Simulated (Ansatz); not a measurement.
Stepwise reaction of `P[PH][GaH2]` with hydrogen, as a gas-phase model of exchange steps in deposition or etching. ΔE in kJ/mol; ΔG adds harmonic PBE0-D4 terms to CCSD(T)/CBS, at 1 bar.

Computed with Ansatz on PBE0-D4/def2-TZVP structures; ΔE is electronic, products minus reactants. CCSD(T)/CBS adds triple-zeta CCSD(T) − MP2 to the extrapolated MP2 energy (def2 sets, frozen cores). This one scheme is used for every species. DFT in def2-TZVPP. B3LYP here is the variant with VWN-RPA as its local correlation; programs differ in this. For Ga outer-core shells are correlated without core-valence functions, which leaves a few kJ/mol of doubt a bond. Scalar relativity is left out up to krypton. One conformer a species, not always the lowest.

```json
{"step": "1", "reaction": "`P[PH][GaH2]` + H₂ → `[PH2][GaH2]` + PH₃", "PBE-D4": "-4.5", "B3LYP-D4": "-22.9", "ωB97M-V": "-23.3", "CCSD(T)/CBS": "-13.7", "ΔG(400 K)": "-22.9"}
```

**Question.** Give the row of step 2, `[PH2][GaH2]` + H₂ → `[GaH3]` + PH₃. (An estimate is asked.)

**Answer.** Ansatz gave: 
| step | reaction | PBE-D4 | B3LYP-D4 | ωB97M-V | CCSD(T)/CBS | ΔG(400 K) |
| --- | --- | --- | --- | --- | --- | --- |
| 2 | `[PH2][GaH2]` + H₂ → `[GaH3]` + PH₃ | 41.2 | 31.6 | 27.7 | 35.8 | 35.7 |

**Question.** By hand: ΔE of the 2 steps together at CCSD(T)/CBS.

**Answer.** (-13.7) + (35.8) = 22.1 kJ/mol, or 11.0 kJ/mol a step.

In ΔE each step is higher than the one before. ΔG lies between -22.9 and 35.7 kJ/mol a step. PBE-D4 differs from CCSD(T)/CBS by 5.4 to 9.2 kJ/mol a step. Isolated molecules leave out the surface, adducts and barriers. Largest T1 diagnostic: 0.014.
